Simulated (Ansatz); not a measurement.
Ansatz (a first-principles code) input for B₃H₃O₃, SMILES B1OBOBO1 (connectivity only; charge and spin as stated), charge +1, multiplicity 2, CAM-B3LYP/def2-SVPD. Coordinates come from a B3LYP-D3(BJ)/def2-SVP optimisation. The spin state was assumed, not searched.

Ansatz 0.2 input:
```yaml
crystal:
  periodic: [false, false, false]
  atoms:
    - {symbol: B, position_ang: [0.00000000, -0.00000000, 1.51665122]}
    - {symbol: O, position_ang: [0.00000000, 1.09497113, 0.65974820]}
    - {symbol: B, position_ang: [-0.00000000, 1.17160476, -0.70402831]}
    - {symbol: O, position_ang: [-0.00000000, 0.00000001, -1.41415906]}
    - {symbol: B, position_ang: [-0.00000000, -1.17160475, -0.70402831]}
    - {symbol: O, position_ang: [0.00000000, -1.09497113, 0.65974819]}
    - {symbol: H, position_ang: [-0.00000001, -0.00000002, 2.70017142]}
    - {symbol: H, position_ang: [-0.00000000, 2.26151127, -1.24292156]}
    - {symbol: H, position_ang: [0.00000001, -2.26151127, -1.24292158]}
basis:
  gaussian:
    orbitals: def2-SVPD
hamiltonian:
  xc: {name: CAM-B3LYP}
total_charge: 1
magnetization: {spin_polarized: true, initial_magnetization: 1}
```

Program output:

```
WARN ansatz: RAYON_NUM_THREADS=1 ignored (pool sized by the plan → 1); use --threads N
Functional definition: CAM-B3LYP
integrals: 0.09 GiB planned
1224 factors; their error is unknown
integrals: 0.12 GiB planned
515 factors; integrals over basis functions are off by at most 1.8e-5 eV
mean field: 1.19 GiB planned
mean field evaluation 1: about -8188.5287 eV, gradient 6.8e1 eV
mean field evaluation 2: about -8170.7588 eV, gradient 9.8e1 eV
mean field evaluation 4: about -8205.2816 eV, gradient 9.2e0 eV
mean field evaluation 8: about -8205.6377 eV, gradient 1.0e-1 eV
mean field evaluation 16: about -8205.6414 eV, gradient 6.1e-4 eV
mean field -8205.64135153 eV, -301.5517576854 hartree, gradient 3.9e-5 eV, S^2 0.756544; 1 other end points of the search recorded, 0 dependent functions left out
reference -8205.64148260 eV, -301.5517625020 hartree; 21, 20 occupied and 132, 133 virtual orbitals, 1224 factors
Total energy: -8205.64148260 eV, -301.5517625020 hartree
```

The run converged.
